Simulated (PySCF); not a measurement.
Sn(F)(Cl)(OH)2 (ClFH₂O₂Sn), SMILES [OH][Sn]([OH])([F])[Cl].

Geometry: PBE0-D3(BJ)/def2-SVP. The structure was generated by enumeration; whether it is a known compound was not checked. The def2 effective core potentials stand for the cores of Sn; spin–orbit coupling is left out. One conformer was computed; it need not be the lowest.

Two levels are set side by side: TDA-PBE/def2-SVPD (PySCF) and TDA-CAM-B3LYP/def2-SVPD (PySCF). Vertical, same geometry. The lowest singlet is HOMO→LUMO 93 % with PBE and HOMO→LUMO 82 % with the other functional; states are paired by order. Differences are taken from unrounded values.

```
quantity                               TDA-CAM-B3LYP
-------------------------------------  -------------
lowest singlet excitation (eV)                  5.72
lowest triplet excitation (TDA) (eV)            5.18
first bright state (f over 0.05) (eV)           6.14
its oscillator strength                         0.08
```

Question: What does TDA-PBE give, and how far is it from TDA-CAM-B3LYP? (Estimate from the structure and the level; the computed values follow.)

Answer: 
```json
[
 {"quantity": "lowest singlet excitation (eV)", "TDA-PBE": "4.48", "TDA-PBE minus TDA-CAM-B3LYP": "-1.24"},
 {"quantity": "lowest triplet excitation (TDA) (eV)", "TDA-PBE": "4.12", "TDA-PBE minus TDA-CAM-B3LYP": "-1.06"},
 {"quantity": "first bright state (f over 0.05) (eV)", "TDA-PBE": "5.67", "TDA-PBE minus TDA-CAM-B3LYP": "-0.48"},
 {"quantity": "its oscillator strength", "TDA-PBE": "0.07", "TDA-PBE minus TDA-CAM-B3LYP": "-0.01"}
]
```

Functionals without exact exchange tend to place singlet excitations lower, as here. Differences between two approximate levels are no errors against the true value.

Rough cost on one machine, each run with all the roots and properties that it gave: TDA-CAM-B3LYP against TDA-PBE about 3 times.
